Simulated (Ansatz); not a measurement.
`O[PH][InH2]`, relaxed with RKS PBE0-D4/def2-TZVP in Ansatz from a GFN2-xTB geometry. The force threshold is 0.005 eV/Å; the program also tests the step.

Total charge 0; spin multiplicity 1. In: def2 effective core potential.

Start:

```xyz
7

O     0.682   -1.434   -0.685
P    -0.897   -0.895   -0.626
In   -0.180    1.098    0.837
H     0.750   -2.382   -0.563
H    -0.794   -0.077   -1.774
H     1.158    0.897    1.972
H    -0.719    2.794    0.838
```

Q: How much energy does the relaxation release, and in how many steps? (An estimate is asked.)

A: The calculation gave: 15.41 kJ/mol, in 9 steps.

Q: Which bonds change most? (Best estimate.)

A: The calculation gave: P2–In3 from 2.575 to 2.503 Å; In3–H7 from 1.779 to 1.728 Å; In3–H6 from 1.766 to 1.723 Å; P2–H5 from 1.413 to 1.430 Å.

Q: Give the relaxed structure. (Estimate.)

A: Ansatz gave: 
```xyz
7

O     0.681   -1.615   -0.598
P    -0.741   -0.741   -0.550
In   -0.054    1.198    0.875
H     0.473   -2.542   -0.739
H    -0.608    0.021   -1.753
H     1.297    1.067    1.937
H    -1.048    2.611    0.828
```
